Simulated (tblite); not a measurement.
A geometry optimisation, step by step.

Species: CH7FSSi2.
Atom-mapped SMILES: `[F:1][CH2:2][SiH2:3][S:4][SiH3:5]` (hydrogens: H6, H7 on C2; H8, H9 on Si3; H10, H11, H12 on Si5)

Computed with GFN2-xTB (tblite), gas phase: L-BFGS steps from a force-field or distance-geometry start until the largest atomic force falls under 0.01 eV/Å. 11 of its 150 geometries are shown.

Step 0: E = -467.5034 eV, largest atomic force 1.594 eV/Å
```
atom  x, y, z in Å  |  force x, y, z in eV/Å
F1     -0.616    1.087    1.421   -0.607  -0.041   0.070
C2     -1.649    0.393    0.827   -1.229  -0.129   0.755
Si3    -1.142   -0.502   -0.721   -0.485  -0.404  -1.359
S4      0.790   -1.319   -0.719    0.074  -0.946  -0.187
Si5     2.353   -0.016   -0.137    1.215   0.997   0.265
H6     -2.110   -0.346    1.537    0.708   0.732  -0.067
H7     -2.495    1.058    0.542    0.713   0.132   0.485
H8     -2.083   -1.635   -0.850    0.345   0.188   0.012
H9     -1.325    0.400   -1.869    0.142  -0.078   0.127
H10     3.212   -0.672    0.869   -0.370  -0.050  -0.282
H11     1.895    1.258    0.410   -0.170  -0.173  -0.066
H12     3.170    0.293   -1.337   -0.336  -0.228   0.247
```

Step 15: E = -467.7545 eV, largest atomic force 0.165 eV/Å
```
atom  x, y, z in Å  |  force x, y, z in eV/Å
F1     -0.653    1.112    1.404    0.067   0.048  -0.001
C2     -1.684    0.390    0.836   -0.004   0.046   0.093
Si3    -1.135   -0.509   -0.767   -0.018  -0.023  -0.072
S4      0.801   -1.381   -0.681    0.145  -0.064   0.047
Si5     2.357    0.036   -0.132   -0.031  -0.025  -0.010
H6     -2.027   -0.303    1.607    0.014  -0.032  -0.003
H7     -2.481    1.113    0.646   -0.039  -0.036  -0.036
H8     -1.982   -1.678   -0.929   -0.078  -0.009  -0.007
H9     -1.216    0.417   -1.889    0.023   0.085  -0.011
H10     3.134   -0.721    0.839   -0.014   0.040   0.002
H11     1.769    1.254    0.398   -0.003  -0.041  -0.029
H12     3.117    0.269   -1.357   -0.061   0.011   0.027
```

Step 30: E = -467.7872 eV, largest atomic force 0.110 eV/Å
```
atom  x, y, z in Å  |  force x, y, z in eV/Å
F1     -0.645    1.210    1.323   -0.031   0.018   0.029
C2     -1.630    0.372    0.839   -0.003   0.006   0.008
Si3    -1.078   -0.509   -0.772   -0.008   0.010  -0.053
S4      0.791   -1.513   -0.567   -0.015   0.001   0.016
Si5     2.278    0.009   -0.127   -0.066  -0.042  -0.026
H6     -1.859   -0.332    1.644   -0.020   0.059  -0.007
H7     -2.500    1.009    0.656   -0.032  -0.076   0.073
H8     -2.037   -1.571   -1.033    0.014   0.009  -0.016
H9     -1.006    0.509   -1.815    0.029  -0.014  -0.031
H10     3.110   -0.650    0.864    0.053   0.008   0.011
H11     1.611    1.203    0.349    0.038   0.042   0.023
H12     2.963    0.262   -1.387    0.040  -0.020  -0.027
```

Step 45: E = -467.8068 eV, largest atomic force 0.085 eV/Å
```
atom  x, y, z in Å  |  force x, y, z in eV/Å
F1     -0.762    1.316    1.281    0.022   0.061  -0.022
C2     -1.659    0.359    0.848   -0.003   0.009   0.017
Si3    -1.063   -0.464   -0.781   -0.046   0.001   0.022
S4      0.754   -1.528   -0.438   -0.006  -0.085  -0.007
Si5     2.275   -0.019   -0.137    0.040   0.043  -0.011
H6     -1.748   -0.360    1.666   -0.017  -0.032   0.000
H7     -2.616    0.872    0.731   -0.017  -0.013  -0.020
H8     -2.040   -1.483   -1.125    0.015  -0.010  -0.015
H9     -0.868    0.551   -1.808   -0.010   0.030   0.019
H10     3.161   -0.623    0.841    0.027  -0.035   0.016
H11     1.655    1.206    0.328   -0.012   0.041   0.023
H12     2.914    0.172   -1.433    0.008  -0.009  -0.021
```

Step 60: E = -467.8126 eV, largest atomic force 0.039 eV/Å
```
atom  x, y, z in Å  |  force x, y, z in eV/Å
F1     -0.873    1.409    1.215    0.008   0.037  -0.008
C2     -1.690    0.354    0.855    0.009  -0.009  -0.004
Si3    -1.053   -0.449   -0.766    0.005  -0.002  -0.020
S4      0.743   -1.537   -0.376    0.000   0.007  -0.001
Si5     2.289   -0.037   -0.144    0.005  -0.003  -0.001
H6     -1.682   -0.339    1.698   -0.015  -0.021   0.023
H7     -2.695    0.766    0.749   -0.017   0.006   0.000
H8     -2.009   -1.456   -1.196    0.002   0.004   0.015
H9     -0.816    0.614   -1.736    0.001  -0.009  -0.003
H10     3.201   -0.646    0.810    0.004  -0.010   0.000
H11     1.704    1.205    0.332   -0.005  -0.021   0.002
H12     2.883    0.116   -1.467    0.003   0.020  -0.001
```

Step 74: E = -467.8147 eV, largest atomic force 0.027 eV/Å
```
atom  x, y, z in Å  |  force x, y, z in eV/Å
F1     -0.926    1.461    1.180    0.012   0.005   0.000
C2     -1.701    0.365    0.852    0.006  -0.001   0.001
Si3    -1.049   -0.449   -0.759    0.003  -0.002  -0.002
S4      0.753   -1.541   -0.391   -0.017   0.000  -0.006
Si5     2.304   -0.051   -0.146    0.009   0.005   0.005
H6     -1.667   -0.307    1.713    0.011   0.000   0.005
H7     -2.722    0.736    0.742   -0.003  -0.002  -0.008
H8     -2.007   -1.461   -1.173    0.002  -0.006  -0.004
H9     -0.812    0.610   -1.731   -0.004  -0.004  -0.012
H10     3.231   -0.689    0.773    0.001  -0.006   0.010
H11     1.704    1.164    0.377    0.008   0.011   0.017
H12     2.894    0.161   -1.463   -0.026   0.002  -0.005
```

Step 89: E = -467.8213 eV, largest atomic force 0.085 eV/Å
```
atom  x, y, z in Å  |  force x, y, z in eV/Å
F1     -1.006    1.607    1.012    0.062   0.045  -0.010
C2     -1.657    0.407    0.814   -0.012  -0.021  -0.062
Si3    -1.028   -0.463   -0.778   -0.084  -0.010   0.001
S4      0.752   -1.579   -0.411    0.026   0.024   0.036
Si5     2.271   -0.070   -0.091    0.006  -0.017   0.008
H6     -1.496   -0.185    1.717    0.017  -0.034   0.034
H7     -2.720    0.645    0.743   -0.034   0.016   0.009
H8     -2.004   -1.482   -1.125   -0.017  -0.018  -0.030
H9     -0.804    0.549   -1.802   -0.003   0.009   0.008
H10     3.276   -0.815    0.647    0.033   0.020  -0.023
H11     1.711    1.036    0.668   -0.003  -0.021  -0.004
H12     2.706    0.351   -1.419    0.010   0.007   0.032
```

Step 104: E = -467.8399 eV, largest atomic force 0.062 eV/Å
```
atom  x, y, z in Å  |  force x, y, z in eV/Å
F1     -0.904    1.705    0.661    0.022   0.011   0.002
C2     -1.551    0.485    0.713    0.031  -0.031  -0.019
Si3    -1.077   -0.557   -0.831    0.019   0.025   0.029
S4      0.747   -1.610   -0.466    0.019   0.007   0.013
Si5     2.192   -0.078    0.046    0.025  -0.012  -0.007
H6     -1.254    0.019    1.657   -0.005  -0.012  -0.014
H7     -2.618    0.705    0.757   -0.048   0.017  -0.013
H8     -2.071   -1.597   -1.042    0.021   0.005   0.020
H9     -0.904    0.361   -1.948   -0.024   0.013  -0.009
H10     3.369   -0.883    0.337   -0.039   0.044  -0.020
H11     1.717    0.660    1.207   -0.004  -0.028  -0.017
H12     2.354    0.790   -1.117   -0.017  -0.038   0.035
```

Step 119: E = -467.8521 eV, largest atomic force 0.064 eV/Å
```
atom  x, y, z in Å  |  force x, y, z in eV/Å
F1     -0.619    1.649    0.549   -0.042  -0.032   0.021
C2     -1.451    0.545    0.622    0.004   0.010   0.007
Si3    -1.105   -0.623   -0.858    0.006   0.000  -0.001
S4      0.786   -1.584   -0.631    0.012  -0.008   0.030
Si5     2.130   -0.066    0.141   -0.019   0.048  -0.037
H6     -1.261    0.075    1.590    0.009   0.019   0.001
H7     -2.475    0.924    0.618    0.023   0.025  -0.008
H8     -2.085   -1.695   -0.829   -0.003  -0.008  -0.015
H9     -1.115    0.187   -2.070   -0.006   0.004  -0.009
H10     3.392   -0.783    0.141    0.033  -0.018   0.011
H11     1.694    0.309    1.478   -0.001  -0.033   0.005
H12     2.109    1.063   -0.777   -0.013  -0.006  -0.003
```

Step 134: E = -467.8537 eV, largest atomic force 0.018 eV/Å
```
atom  x, y, z in Å  |  force x, y, z in eV/Å
F1     -0.602    1.648    0.542    0.005  -0.004   0.002
C2     -1.444    0.552    0.614    0.001   0.003  -0.001
Si3    -1.101   -0.628   -0.859   -0.007   0.002   0.016
S4      0.788   -1.591   -0.623    0.002   0.005   0.001
Si5     2.126   -0.066    0.147   -0.004  -0.001  -0.005
H6     -1.263    0.089    1.588   -0.006  -0.002  -0.009
H7     -2.462    0.946    0.602   -0.001  -0.003  -0.007
H8     -2.084   -1.698   -0.829   -0.003  -0.009   0.004
H9     -1.124    0.169   -2.080    0.016   0.009   0.002
H10     3.407   -0.752    0.101   -0.009   0.003  -0.002
H11     1.708    0.242    1.506    0.008  -0.002   0.005
H12     2.050    1.088   -0.735   -0.002   0.000  -0.006
```

Step 149: E = -467.8558 eV, largest atomic force 0.009 eV/Å
```
atom  x, y, z in Å  |  force x, y, z in eV/Å
F1     -0.593    1.601    0.639   -0.002  -0.002   0.003
C2     -1.484    0.543    0.627    0.001   0.003   0.003
Si3    -1.085   -0.625   -0.840    0.008  -0.002  -0.003
S4      0.774   -1.619   -0.519    0.001   0.002  -0.001
Si5     2.139   -0.060    0.123    0.000  -0.001   0.000
H6     -1.395    0.054    1.601   -0.003   0.005  -0.004
H7     -2.481    0.981    0.548    0.000  -0.001   0.003
H8     -2.082   -1.682   -0.879   -0.004  -0.002   0.001
H9     -1.020    0.191   -2.047   -0.002   0.002   0.000
H10     3.423   -0.729   -0.003    0.009  -0.003   0.000
H11     1.817    0.273    1.502   -0.006   0.000   0.005
H12     1.988    1.072   -0.777   -0.004   0.000  -0.007
```

Question: Summarise the path.

Answer: The energy falls by 34.01 kJ/mol from step 0 to step 149; nine tenths of that is first reached at step 89. It rises by more than 0.2 meV at steps 91, 106, 109 and 112. The largest force goes from 1.594 to 0.009 eV/Å. Among the bonds C2–Si3 changes most, from 1.858 to 1.918 Å; the atoms move by 0.784 Å rms after alignment.

Question: Follow the three bonds and two angles with the largest change from start to end.

Answer: 
```
step  E above end (kJ/mol)  largest force (eV/Å)  C2–Si3 (Å)  S4–Si5 (Å)  Si3–S4 (Å)  Si3–S4–Si5 (°)  S4–Si5–H10 (°)
   0                 34.01                 1.594       1.858       2.116       2.098           116.2           110.1
   6                 12.79                 0.176       1.919       2.186       2.138           114.7           104.7
  13                 10.11                 0.168       1.922       2.177       2.132           113.9           101.9
  19                  8.90                 0.133       1.929       2.164       2.137           110.9           102.3
  26                  7.18                 0.127       1.921       2.167       2.131           107.5           102.0
  32                  6.28                 0.142       1.916       2.176       2.128           106.4           102.9
  39                  5.32                 0.154       1.924       2.171       2.141           104.9           103.6
  45                  4.73                 0.085       1.920       2.163       2.133           105.9           103.5
  52                  4.36                 0.048       1.917       2.169       2.136           105.9           102.7
  58                  4.19                 0.032       1.919       2.166       2.136           105.4           103.0
  65                  4.11                 0.024       1.919       2.166       2.136           105.7           103.2
  71                  4.03                 0.030       1.919       2.166       2.139           106.1           103.2
  78                  3.93                 0.052       1.920       2.169       2.135           105.4           103.0
  84                  3.69                 0.105       1.920       2.160       2.141           105.7           102.5
  91                  3.33                 0.288       1.925       2.169       2.132           105.6           101.7
  97                  2.19                 0.124       1.918       2.167       2.138           105.9           101.2
 104                  1.53                 0.062       1.921       2.167       2.137           105.1           101.3
 110                  1.03                 0.052       1.919       2.167       2.137           105.3           100.8
 117                  0.54                 0.057       1.916       2.168       2.134           105.6           100.8
 123                  0.25                 0.020       1.917       2.169       2.134           105.5           101.5
 130                  0.22                 0.015       1.918       2.169       2.134           105.4           101.6
 136                  0.19                 0.031       1.918       2.171       2.133           105.6           101.6
 143                  0.06                 0.034       1.918       2.169       2.133           105.2           100.9
 149                  0.00                 0.009       1.918       2.170       2.133           105.0           101.5
```

What follows is the cost of the whole relaxation. Hardware: an Arm Neoverse V1 with one thread, no GPU (shared host). Cost: 0.91 s of wall time.
